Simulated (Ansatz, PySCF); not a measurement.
C₆H₆, SMILES C=C1C=CC=C1.

Geometry: PBE0-D3(BJ)/def2-SVP.

Vertical ionisation energy (IE) and electron affinity (EA) in eV. Rows of orbital energies are one-electron estimates. Where ΔSCF, EOM or ADC give a negative EA the extra electron is unbound and the value depends on the basis.

```
level                                                                   IE     EA
--------------------------------------------------------------------  ----  -----
−ε(HOMO), −ε(LUMO), HF/def2-TZVP (PySCF)                              8.39  -1.68
−ε(HOMO), −ε(LUMO), PBE/def2-TZVP (PySCF)                             5.34   2.83
ΔSCF, PBE0/def2-TZVPD (Ansatz), final states of multiplicity 2 and 2   ___    ___
ΔSCF, PBE/def2-TZVPD (Ansatz), final states of multiplicity 2 and 2   8.32   0.19
```

**Question.** Complete the blanks. (The exact figures need the calculation; the answer reports its results.)

**Answer.** 
- ΔSCF, PBE0/def2-TZVPD (Ansatz, an electronic-structure program), final states of multiplicity 2 and 2, IE: 8.27
- ΔSCF, PBE0/def2-TZVPD (Ansatz), final states of multiplicity 2 and 2, EA: 0.19

**Question.** What vertical singlet–triplet gap does ΔSCF give with PBE0/def2-TZVPD (Ansatz) and with PBE/def2-TZVPD (Ansatz)? (The exact figures need the calculation; the answer reports its results.)

**Answer.** 2.19 and 2.27 eV (triplet above singlet where positive).
